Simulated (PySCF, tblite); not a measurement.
Isomers of C4H11NSi. Method: GFN2-xTB as coded in tblite; computed harmonic values from a numerical Hessian at the method's own geometry, unscaled. This tight-binding method is rough: wavenumbers can miss measured ones by several per cent, in bad cases by 10 to 20. Modes of hydrogen on silicon can be 10 to 20 % off. One conformer each.

Electronic energies: PBE0/pcSseg-1 single points on the GFN2-xTB geometries (PySCF, gas phase).

```tsv
SMILES	electronic energy, lowest = 0 (kcal/mol)
CN(C)[SiH]1CC1	28.8
C=CN([SiH3])CC	19.4
C/C=C/[SiH2]NC	12.6
CN1CCC[SiH2]1	0.0
C[C@@H]1CC[Si@@H]1N	0.0
CCC/C=N/[SiH3]	16.3
```

Problem. How do GFN2-xTB zero-point energies change the relative energies?

Solution. 
```tsv
SMILES	ZPE (kcal/mol)	of it from modes above 1550 cm⁻¹	electronic (kcal/mol)	with ZPE, lowest = 0 (kcal/mol)	lowest mode (cm⁻¹)	rings
CN1CCC[SiH2]1	89.4	44.3	0.0	0.0	99	1
C[C@@H]1CC[Si@@H]1N	90.0	47.5	0.0	0.6	22	1
C/C=C/[SiH2]NC	86.9	47.8	12.6	10.1	63	0
CCC/C=N/[SiH3]	86.1	46.2	16.3	13.0	44	0
C=CN([SiH3])CC	86.4	46.9	19.4	16.4	62	0
CN(C)[SiH]1CC1	89.2	46.2	28.8	28.6	45	1
```

The zero-point energies span 3.9 kcal/mol, from `CCC/C=N/[SiH3]` to `C[C@@H]1CC[Si@@H]1N`. The order is unchanged.

Problem. And how do the electronic energies of GFN2-xTB itself compare?

Solution. `CN1CCC[SiH2]1` 0.0; `C[C@@H]1CC[Si@@H]1N` 24.9; `C/C=C/[SiH2]NC` 28.6; `CCC/C=N/[SiH3]` 13.9; `C=CN([SiH3])CC` 12.6; `CN(C)[SiH]1CC1` 44.9 kcal/mol, lowest = 0. Against the energies above, taken from the same isomer `CN1CCC[SiH2]1`, the largest difference is 24.9 kcal/mol.

Problem. What do entropy and thermal enthalpy add at 298.15 K and 1 bar (rigid rotor, harmonic oscillator, one conformer each)?

Solution. 
```json
{"SMILES": "CN1CCC[SiH2]1", "point group": "C1", "symmetry number": "1", "S (cal/(mol K))": "83.8", "H − H(0) (kcal/mol)": "5.33", "ZPE + H − H(0) − TS (kcal/mol)": "69.8"}
{"SMILES": "C/C=C/[SiH2]NC", "point group": "C1", "symmetry number": "1", "S (cal/(mol K))": "94.6", "H − H(0) (kcal/mol)": "6.56", "ZPE + H − H(0) − TS (kcal/mol)": "65.3"}
{"SMILES": "CCC/C=N/[SiH3]", "point group": "C1", "symmetry number": "1", "S (cal/(mol K))": "92.8", "H − H(0) (kcal/mol)": "6.25", "ZPE + H − H(0) − TS (kcal/mol)": "64.7"}
{"SMILES": "C=CN([SiH3])CC", "point group": "C1", "symmetry number": "1", "S (cal/(mol K))": "90.0", "H − H(0) (kcal/mol)": "6.07", "ZPE + H − H(0) − TS (kcal/mol)": "65.6"}
{"SMILES": "CN(C)[SiH]1CC1", "point group": "Cs", "symmetry number": "1", "S (cal/(mol K))": "89.8", "H − H(0) (kcal/mol)": "6.00", "ZPE + H − H(0) − TS (kcal/mol)": "68.5"}
```

Not tabulated: `C[C@@H]1CC[Si@@H]1N` (lowest mode only 22 cm⁻¹).
